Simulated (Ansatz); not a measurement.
Geometry optimisation, UKS PBE/def2-SVP (Ansatz).

Input:

```yaml
crystal:
  periodic: [false, false, false]
  atoms:
    - { symbol: B, position_ang: [0.0, 0.0, 0.0] }
    - { symbol: Cl, position_ang: [0.0, 0.0, 2.11] }
    - { symbol: O, position_ang: [1.2211, 0.0, -0.705] }
    - { symbol: H, position_ang: [1.5209, -0.9519, -0.8599] }
    - { symbol: O, position_ang: [-1.2211, 0.0, -0.705] }
    - { symbol: H, position_ang: [-1.7308, -0.8467, -0.4965] }
    - { symbol: H, position_ang: [0.0, 0.0, 3.78] }
magnetization:
  spin_polarized: true
  initial_magnetization: 1
basis:
  gaussian: { orbitals: def2-SVP }
hamiltonian:
  xc: pbe
relax:
  f_tol: 0.15
  max_steps: 25
  restrain:
    - { distance: [1, 6], at: 1.37, k: 30.0 }
    - { distance: [0, 1], at: 3.06, k: 30.0 }
output:
  orbitals: {}
```

Run as:

```bash
$ ansatz run input.yaml --threads 2 --pin off --max-ram 3072MiB --backend cpu --events-out ev --progress --plain --runs-dir out
```

**Question.** Where does it end, and by what steps?

**Answer.** The forces met the threshold. The restraints hold the end off the free minimum. After 12 steps the energy has fallen by 0.913 eV (the restraints' own energy left out); B1 moved furthest, 0.64 Å. Parted: B1–Cl2 (2.11 → 3.06 Å).

```csv
step,energy less start (eV),largest force component (eV/Å),accepted
0,0.0000,1.707,yes
1,0.0137,0.992,yes
2,0.0945,2.440,yes
3,-0.1118,1.897,yes
4,-0.4818,0.915,yes
5,-0.7027,1.082,yes
6,-0.8755,0.829,yes
7,-0.9097,0.787,yes
8,-0.9134,0.728,yes
9,-0.8520,1.370,no
10,-0.9151,0.731,yes
11,-0.9023,0.984,no
12,-0.9129,0.823,yes
```

```xyz
7
Properties=species:S:1:pos:R:3
B -0.003 -0.475 -0.427
Cl -0.012 -0.247 2.625
O 1.114 -0.203 -1.153
H 1.913 -0.520 -0.698
O -1.232 -0.124 -0.888
H -1.928 -0.361 -0.250
H -0.061 0.132 3.915
```

Run time: 24 s on 2 threads of Arm Neoverse V1, with other jobs on the host, peak memory 0.15 GiB.
